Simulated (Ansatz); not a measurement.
Molecule: NiBr, charge 0, multiplicity 2. The spin state was set by rule; other spins were not relaxed. 
Structure (B3LYP-D3(BJ)/def2-TZVP (Ansatz, an electronic-structure program) minimum search):
SMILES: [Br][Ni]
```xyz
2

Ni     0.0000     0.0000    -1.2374
Br     0.0000     0.0000     0.9899
```
Charge 0, spin multiplicity 2.

Property: atomisation energy (electronic, to ground-state atoms), in kJ/mol. Cores are frozen in the correlated levels unless marked. UHF or UKS for open shells. Spin-orbit coupling is left out. Frozen are the shells of the preceding noble gas and the d and f shells that filled before the atom's block. Non-relativistic.  The program attaches cautions to a run behind HF/def2-SVP: other amplitudes. The program attaches cautions to a run behind MP2/6-31G: other amplitudes. The program attaches cautions to a run behind SCS-MP2/6-31G*: other amplitudes. The program attaches cautions to a run behind CCSD/6-31G: other amplitudes. The program attaches cautions to a run behind CCSD/def2-SVP: other amplitudes.

```csv
level,program,atomisation energy (kJ/mol)
HF/def2-SVP,Ansatz,165.6
RI-HF/def2-QZVPPD,Ansatz,179.6
B3LYP-D4/def2-TZVPD,Ansatz + dftd4,323.5
PBE0/STO-3G,Ansatz,343.9
PBE0-D3(BJ)/def2-TZVPD,Ansatz + dftd3,332.0
BHLYP-D4/def2-TZVPD,Ansatz + dftd4,292.3
r2SCANh-D4/def2-TZVPD,Ansatz + dftd4,341.3
r2SCANh/def2-TZVPD,Ansatz,340.3
wB97X/def2-TZVPD,Ansatz,348.3
MP2/6-31G,Ansatz,167.1
MP2/def2-TZVPPD,Ansatz,421.1
SCS-MP2/6-31G*,Ansatz,204.7
CCSD/6-31G,Ansatz,157.5
CCSD/def2-SVP,Ansatz,235.3
```
